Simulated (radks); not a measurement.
Values are calculated unless marked as measured or tabulated.
Spherical quantum dot in the effective-mass picture: electrons in a hard-walled sphere of radius 4.27, with a point charge +1 (a donor) at the centre, all in effective atomic units (hartree* = m*/eps^2 hartree, bohr* = eps/m* bohr), one dielectric constant everywhere. Level of theory: non-relativistic Kohn-Sham, exchange-only LDA, spin-polarised, spherical densities (a radial shooting solver with Libxc functionals). Levels are named by radial order and angular momentum (1s, 1p, 1d, 2s, ...), and open shells are averaged over m.

N = 3, configuration 1s2 1p(up 1, down 0). This is the lowest configuration that the search found. Occupied and some empty levels:

| level | occupation | eigenvalue (hartree*) | <r> (bohr*) |
|---|---|---|---|
| 1s up | 1 | 0.63862 | 1.824 |
| 1s down | 1 | 0.68227 | 1.743 |
| 1p up | 1 | 1.0005 | 2.541 |
| 1p down | 0 | 1.0704 | 2.526 |
| 2s up | 0 | 1.2910 | 2.103 |
| 2s down | 0 | 1.3336 | 2.157 |
| 1d up | 0 | 1.3533 | 2.788 |
| 1d down | 0 | 1.4273 | 2.787 |
| 1f up | 0 | 1.7741 | 2.948 |
| 1f down | 0 | 1.8486 | 2.950 |

Energy (hartree*): total 0.564072, kinetic 1.2796, external -2.0263, Hartree 1.9806, exchange-correlation -0.66983.
